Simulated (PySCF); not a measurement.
## SbF at PBEsol

Computed with PBEsol; Sb def2-TZVPP with ECP28, F def2-TZVPP; scalar-relativistic core potentials (PySCF 2.14).

| Quantity | Value |
| --- | --- |
| state | ³Σ⁻ (triplet), unpaired electrons π ↑↑ |
| bond length | 1.932 Å |
| harmonic wavenumber | 597 cm⁻¹ |
| force constant | 3.44 mdyn/Å |
| rotational constant Be | 0.2750 cm⁻¹ |
| anharmonicity ωexe | 2.69 cm⁻¹ |
| vibration–rotation constant αe | 0.00177 cm⁻¹ |
| well depth De to Sb + F | 4.77 eV |
| dissociation energy D0 | 4.73 eV |
| bond order (Mayer) | 0.94 |
| dipole moment (positive dipole means Sb(−)F(+)) | -2.23 D |

Spin–orbit coupling is left out, which matters for elements this heavy, above all for dissociation energies. The state is the lowest determinant that a PBE0 search found; another state may lie lower at other levels.
